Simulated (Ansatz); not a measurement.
Members of the series B-XY, Y = silyl; each row names its spin state. Isolated molecules, 0 K electronic values unless said otherwise. One relaxed conformer stands for each flexible species; it need not be the lowest. Strings in code marks are SMILES.

Quantity: adiabatic spin-state energy, in eV. The DFT solution of `[C-]#[N+][B-][SiH3]`, `[SiH3][B-][SiH3]` and `[BH-][SiH3]` is unstable or spin-contaminated; the geometry comes from it.

Level 1: B3LYP/aug-cc-pVTZ // PBE0-D3(BJ)/def2-TZVPD (Ansatz, an electronic-structure program)
Level 2: LC-ωPBE/aug-cc-pVTZ // PBE0-D3(BJ)/def2-TZVPD (Ansatz)
Level 3: LDA/aug-cc-pVTZ // PBE0-D3(BJ)/def2-TZVPD (Ansatz)
Level 4: PBE/aug-cc-pVTZ // PBE0-D3(BJ)/def2-TZVPD (Ansatz)

```json
[
 {"species": "`[SiH3][B-]S`: multiplicity 3 minus multiplicity 1", "level 2": "0.050", "level 3": "0.56", "level 4": "0.388"},
 {"species": "`[C-]#[N+][B-][SiH3]`: multiplicity 3 minus multiplicity 1", "level 2": "-0.56", "level 3": "-0.294", "level 4": "-0.372"},
 {"species": "`[SiH3][B-][SiH3]`: multiplicity 3 minus multiplicity 1", "level 2": "-0.80", "level 3": "-0.422", "level 4": "-0.54"},
 {"species": "`[BH-][SiH3]`: multiplicity 3 minus multiplicity 1", "level 2": "-0.63", "level 3": "-0.319", "level 4": "-0.413"},
 {"species": "`B[B-][SiH3]`: multiplicity 3 minus multiplicity 1", "level 2": "0.362", "level 3": "0.82", "level 4": "0.60"}
]
```

Q: What does level 1 give for each?

A: 
- `[SiH3][B-]S`: multiplicity 3 minus multiplicity 1: 0.429
- `[C-]#[N+][B-][SiH3]`: multiplicity 3 minus multiplicity 1: -0.258
- `[SiH3][B-][SiH3]`: multiplicity 3 minus multiplicity 1: -0.48
- `[BH-][SiH3]`: multiplicity 3 minus multiplicity 1: -0.284
- `B[B-][SiH3]`: multiplicity 3 minus multiplicity 1: 0.65
